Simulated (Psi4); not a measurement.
Psi4 was given this input:
```
memory 2 GB

molecule {
0 2
Cl    0.00000000    0.00000000    0.00000000
}

set {
  basis def2-tzvp
  reference uks
}

energy('bhhlyp')
print_variables()
```

Problem. What does this run give for the number of basis functions, total energy, dipole moment, <S^2>?

Solution. 
The number of basis functions comes out as 37. The total energy is -460.1561 Eh. The dipole moment is 0.00 D and the <S^2> comes out as 0.755.

These values belong to the state on which the SCF converged, which isn't shown to be the lowest.
